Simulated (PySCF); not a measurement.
CClF₂, SMILES F[C](F)Cl (connectivity only; charge and spin as stated), charge +1, multiplicity 1. Geometry: PBE0-D3(BJ)/def2-TZVP. The multiplicity is an assumed one; other spin states were not compared. The isomer is the one that the SMILES or the coordinates give; other isomers of the formula were not compared.

TDA-CAM-B3LYP/def2-SVPD (PySCF) puts the lowest singlet excitations at 5.51, 7.59, 8.63, 8.71, 9.45, 9.90 eV.

What are the lowest excitation roots from ADC(2)/aug-cc-pVDZ (PySCF)? (An estimate is asked for; the answer gives what the named calculation found.)

5.80, 7.02, 8.65, 8.66, 9.52, 9.73 eV. S1 differs by 0.28 eV (second minus first; roots are paired by order, and the bases may differ).
